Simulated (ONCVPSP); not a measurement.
# What one change does to a pseudopotential (Zn, ONCV)

Zn, optimised norm-conserving Vanderbilt (ONCV), made with ONCVPSP 4.0.1 (PBEsol, scalar-relativistic). Core [Ne], reference 3s2 3p6 3d10 4s2. Waves: 3s+4s: rc 1.10 bohr, ncon 3, nbas 7, qcut 12.6 1/bohr, 3 projectors, debl 1.8 Ha; 3p: rc 0.90 bohr, ncon 4, nbas 8, qcut 19.3 1/bohr, 2 projectors, debl 1.6 Ha; 3d: rc 1.35 bohr, ncon 4, nbas 9, qcut 14 1/bohr, 2 projectors, debl 2.1 Ha. Local part: polynomial inside 0.75 bohr (lpopt 1, dvloc0 0 Ha). Core correction: Teter function, fcfact 3, rcfact 1.45.

In the p channel the program set the typed energies aside and used -3.060, 0.250 Ha.

All-electron outer shells of the reference configuration (PBEsol, scalar-relativistic, ld1.x):

```tsv
shell	level (eV)	outermost node (bohr)	outermost maximum (bohr)
2p	-1003.46	–	0.15
3s	-128.92	0.28	0.59
3p	-83.26	0.25	0.59
3d	-10.17	–	0.56
4s	-6.00	0.85	2.09
```

Change: functional PBE. In the p channel the program set the typed energies aside and used -3.065, 0.250 Ha.

Cutoffs: the cutoffs (Ha) at which the residual kinetic energy of the hardest occupied pseudo-wave falls to 1 and 0.1 mHa per electron; they do not see the model core or the augmentation charge, which bear on the density cutoff. Errors are all-electron minus pseudo energies relative to the spin-unpolarised reference configuration.

Question: How do hardness, ghosts and transferability respond?

Answer: The potential gets neither clearly harder nor softer (84 Ha and 111 Ha → 84 Ha and 111 Ha); of the 4 tests that both files solve, the error grows in 0 and shrinks in 2 by more than 15 % and 0.3 meV (median size 2.2 → 1.7 meV); neither file shows a bound ghost.

| quantity | base | changed |
| --- | --- | --- |
| cutoff, loose | 84 Ha | 84 Ha |
| cutoff, tight | 111 Ha | 111 Ha |
| loose cutoff by channel | s 51 Ha, p 84 Ha, d 67 Ha | s 51 Ha, p 84 Ha, d 67 Ha |
| bound ghosts | none | none |
| GHOST(+) flags under 300 eV | none | none |
| error for 3s2 3p6 3d10 4s1, meV [ΔE 9.90 → 9.89 eV] | +0.7 | +0.6 |
| error for 3s2 3p6 3d10 4s0, meV [ΔE 28.25 → 28.33 eV] | +5.9 | +4.9 |
| error for 3s2 3p6 3d9 4s0, meV [ΔE 68.76 → 68.86 eV] | +3.7 | +2.9 |
| error for 3s2 3p6 3d10 4s1.5, meV [ΔE 3.95 → 3.94 eV] | +0.1 | 0.0 |
| s: phases at 1.12 bohr within 0.05 rad from the reference energy up to (Ha; the scan ends near 5) | to the end of the scan | to the end of the scan |
| p: phases at 0.91 bohr within 0.05 rad from the reference energy up to (Ha; the scan ends near 5) | to the end of the scan | to the end of the scan |
| d: phases at 1.37 bohr within 0.05 rad from the reference energy up to (Ha; the scan ends near 5) | to the end of the scan | to the end of the scan |
| rms error of d²Exc/dni dnj with the model core, mHa | 0.97 | 1.33 |
